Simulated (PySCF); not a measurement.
## The second ionisation energy along the 3d series

All values are computed (PySCF 2.14, energy differences of UHF-based or UKS calculations, no spin-orbit coupling). Values in eV. The last column holds reference values (NIST; (s) semi-empirical, (t) theoretical, else measured). Unmarked ones compare directly (S terms, centres of terms, or small fine structure); those marked * lie between the lowest fine-structure levels and include a spin-orbit shift.

```csv
element,configurations,UHF,MP2 (valence),SCS-MP2 (valence),reference
"Ni (aug-cc-pV5Z, non-relativistic)",[Ar] 3d9 → [Ar] 3d8,15.153,18.602,18.312,18.169 *
"Cu (aug-cc-pV5Z-PP with ECP10MDF, ECP)",[Ar] 3d10 → [Ar] 3d9,17.115,20.975,20.535,20.292 *
"Zn (aug-cc-pV5Z-PP with ECP10MDF, ECP)",[Ar] 3d10 4s1 → [Ar] 3d10,16.859,17.943,17.775,17.964
```

"Valence" correlates the outer s and p shells and, in groups 3 to 12 and the f block, the outer d or f shell, open or full, or the next shell where the ion has no valence electron left; the wider scheme adds the next inner shell.
